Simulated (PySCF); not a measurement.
F3MoO (SMILES [O]=[Mo+]([F])([F])[F]), charge +1, singlet, geometry from GFN2-xTB (such geometries of metal compounds can be far from the true shape) (the multiplicity is a formal guess) (core potentials on Mo), with bond 4-1 at 1.3 times its length. Base run: B3LYP/def2-SVP (PySCF).

The PySCF input:
```python
from pyscf import gto, scf, dft

mol = gto.Mole()
mol.atom = '''
    Mo    0.01006139    0.00517343   -0.01163612
    O     1.01424878    0.52151308   -1.17299113
    F     0.93727045   -0.85236730    1.14277906
    F    -1.50668040   -1.31869369   -0.95757307
    F    -0.72911503    1.37784332    0.69346157
'''
mol.basis = 'def2-svp'
mol.ecp = {'Mo': 'def2-svp'}
mol.charge = 1
mol.verbose = 4
mol.build()

mf = dft.RKS(mol)
mf.xc = 'b3lyp'
mf.kernel()
```

Variants of this job, named by their change:

```
change                                                                            ΔE vs base (mEh)  SCF cycles        outcome
--------------------------------------------------------------------------------  ----------------  ----------  -------------
base                                                                                         0.000          13      converged
conv_tol_grad = 1e-3                                                                         0.000          13      converged
conv_tol = 1e-6                                                                              0.000          11      converged
solver = newton                                                                              0.000           -      converged
init_guess = huckel                                                                          0.000          16      converged
conv_tol = 1e-12                                                                             0.000          21      converged
diis = off; damp = 0.6 (with mf.diis_start_cycle = 200; with mf.max_cycle = 150)                 -         150  not converged
init_guess = sap                                                                             0.000          19      converged
level_shift = 0.1 (with mf.max_cycle = 100)                                                  0.000          16      converged
level_shift = 0.5 (with mf.max_cycle = 100)                                                  0.000          30      converged
DIIS = EDIIS                                                                                     -          50  not converged
level_shift = 0.3 (with mf.max_cycle = 100)                                                  0.000          23      converged
init_guess = 1e                                                                              0.000          17      converged
```
